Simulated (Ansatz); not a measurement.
```yaml
atoms:
  - { symbol: C, position_ang: [0.0098, 0.0001, -1.0238] }
  - { symbol: S, position_ang: [-0.0042, 0.0088, 0.5869] }
  - { symbol: H, position_ang: [-0.0091, -0.9333, -1.6151] }
  - { symbol: H, position_ang: [0.0054, 0.9237, -1.6186] }
```

Basis set: STO-3G (spherical functions). Left uncorrelated: 6 orbitals. Charge 0, multiplicity 1.

Computed with Ansatz (development build ahead of 0.2.0); each method stands on the lowest determinant of its kind that the runs found. Restricted open shells among the atoms or ions are ROHF, correlated in semicanonical orbitals with singles.

The atomization energy at this shape (free ground-state atoms in the same class of orbitals less the molecule, no zero-point energy) of singlet CH2S:

| method | atomization energy |
| --- | --- |
| RHF-MP2 | 1329.6 kJ/mol |

Question: What does RHF give?

Answer: 1070.1 kJ/mol.

This basis has no polarisation functions and is too small for such energies, which can lie far from measured ones in either direction.
